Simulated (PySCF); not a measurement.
States of one metal complex from SC-NEVPT2 in the d shell, PySCF, above the ground state:

```json
{"2S+1": "3", "degeneracy": "2", "energy / cm⁻¹": "0", "f (electric dipole)": "–"}
{"2S+1": "1", "degeneracy": "1", "energy / cm⁻¹": "3341", "f (electric dipole)": "–"}
{"2S+1": "3", "degeneracy": "1", "energy / cm⁻¹": "3875", "f (electric dipole)": "0"}
{"2S+1": "1", "degeneracy": "2", "energy / cm⁻¹": "6725", "f (electric dipole)": "–"}
{"2S+1": "3", "degeneracy": "2", "energy / cm⁻¹": "8021", "f (electric dipole)": "4.1e-04"}
{"2S+1": "1", "degeneracy": "2", "energy / cm⁻¹": "9648", "f (electric dipole)": "–"}
{"2S+1": "1", "degeneracy": "2", "energy / cm⁻¹": "14572", "f (electric dipole)": "–"}
{"2S+1": "3", "degeneracy": "1", "energy / cm⁻¹": "14676", "f (electric dipole)": "5.2e-04"}
{"2S+1": "3", "degeneracy": "1", "energy / cm⁻¹": "14683", "f (electric dipole)": "2.0e-05"}
{"2S+1": "1", "degeneracy": "1", "energy / cm⁻¹": "16775", "f (electric dipole)": "–"}
{"2S+1": "3", "degeneracy": "2", "energy / cm⁻¹": "17036", "f (electric dipole)": "2.8e-03"}
{"2S+1": "1", "degeneracy": "2", "energy / cm⁻¹": "20474", "f (electric dipole)": "–"}
```

Problem. Which of these complexes, all computed at model or optimised geometries, gave the data?
A. [Nb(NH3)5]3+ (d2, square pyramidal)
B. NbI3 (d2, trigonal planar)
C. [Nb(NH3)6]3+ (d2, octahedral)
D. MoF4 (d2, tetrahedral)

Solution. B. NbI3 (d2, trigonal planar) has 3E'', then 1A1' at 3341, 3A2' at 3875 cm⁻¹ (NEVPT2). The others: MoF4 (d2, tetrahedral) has 3A2, then 1E at 9223, 3T2 at 15203 cm⁻¹ (NEVPT2); [Nb(NH3)6]3+ (d2, octahedral) has 3Eg (from 3T1g), then 3Ag (from 3T1g) at 643, 1Ag (from 1T2g) at 7423 cm⁻¹ (NEVPT2); [Nb(NH3)5]3+ (d2, square pyramidal) has 3A'', then 3A' at 64, 3A'' at 345 cm⁻¹ (NEVPT2).

The d shell alone is too small an active space for NbI3 (an active orbital has only 0.68 squared overlap with the free ion's shell): its levels, fitted parameters, g values and moments show what this model gives and aren't sound predictions.

The d shell alone is too small an active space for MoF4 (an active orbital has only 0.70 squared overlap with the free ion's shell): its levels, fitted parameters, g values and moments show what this model gives and aren't sound predictions.

The d shell alone is too small an active space for [Nb(NH3)6]3+ (an active orbital has only 0.61 squared overlap with the free ion's shell): its levels, fitted parameters, g values and moments show what this model gives and aren't sound predictions.

The d shell alone is too small an active space for [Nb(NH3)5]3+ (an active orbital has only 0.57 squared overlap with the free ion's shell): its levels, fitted parameters, g values and moments show what this model gives and aren't sound predictions.

On NbI3: The geometry is a model, and the complex may not exist in this form. Charge-transfer states lie outside this active space and may come lower than some of these levels. The ground state is orbitally degenerate in this regular structure, which would distort (Jahn–Teller). NEVPT2 lifts 3A2'' from 12104 to 14676 cm⁻¹; on the d shell alone such lifts tend to overshoot. NEVPT2 on the d shell alone tends to put d–d bands too high for such charged or covalently bound ions.
